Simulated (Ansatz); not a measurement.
```yaml
crystal:
  periodic: [false, false, false]
  atoms:
    - {symbol: Cu, position_ang: [1.621921, 0.437154, 1.363207]}
    - {symbol: Cu, position_ang: [0.511186, 0.979577, -0.701670]}
    - {symbol: Cu, position_ang: [-0.863497, -0.921772, -1.182999]}
    - {symbol: Cu, position_ang: [-0.683593, -0.204843, 1.095493]}
    - {symbol: Te, position_ang: [-2.021855, 1.281037, -0.502882]}
    - {symbol: Te, position_ang: [1.435838, -1.571153, -0.071159]}
basis:
  gaussian: {orbitals: def2-TZVP}
magnetization: {spin_polarized: true, initial_magnetization: 2}
hamiltonian: {xc: pbe0, dispersion: d4}
scf: {omitted_lower_state_checks: [starts]}
output: {orbitals: {seedname: orbitals}}
```

```sh
$ ansatz run in.yaml --threads 4 --pin off --events-out ev --progress --plain --max-ram 4787MiB
```

Does this run fit into the memory that it is given?

No. It has 280 basis functions, and Ansatz plans for 5.23 GiB where 4.67 GiB are given.
